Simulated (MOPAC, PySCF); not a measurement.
[Zr(OH)(H)3], neutral singlet in the gas phase. 

Cartesian coordinates (Å):
```xyz
6

Zr    -0.0329     0.0465    -0.0308
O      0.0972    -1.0745    -1.5430
H      0.1632    -1.6480    -2.3204
H      1.6066    -0.0720     0.8597
H     -0.3671     1.7690    -0.6762
H     -1.4482    -0.6129     0.9975
```
Charge 0, multiplicity 1.

All levels are single points at this geometry (PBE-D3(BJ)/def2-SVP); Pople sets use spherical d functions. Orbital energies aren't observables, and empty levels follow the basis.

PM6 in MOPAC gives gap (eV) = 8.49.

Q: Estimate the gap (eV) from each of these levels: TPSSh-D3(BJ)/def2-TZVP in PySCF; B3LYP/6-31G* (LANL2DZ on Zr) in PySCF; B3LYP/LANL2DZ in PySCF; BP86/6-31G* (LANL2DZ on Zr) in PySCF; M06-2X/6-31G* (LANL2DZ on Zr) in PySCF; PBE/6-31G* (LANL2DZ on Zr) in PySCF; SVWN5/6-31G* (LANL2DZ on Zr) in PySCF; HF/6-31G* (LANL2DZ on Zr) in PySCF.

A: 
```
level                                   gap (eV)
--------------------------------------  --------
TPSSh-D3(BJ)/def2-TZVP in PySCF             5.28
B3LYP/6-31G* (LANL2DZ on Zr) in PySCF       5.64
B3LYP/LANL2DZ in PySCF                      5.63
BP86/6-31G* (LANL2DZ on Zr) in PySCF        3.87
M06-2X/6-31G* (LANL2DZ on Zr) in PySCF      7.95
PBE/6-31G* (LANL2DZ on Zr) in PySCF         3.87
SVWN5/6-31G* (LANL2DZ on Zr) in PySCF       3.66
HF/6-31G* (LANL2DZ on Zr) in PySCF         12.34
```
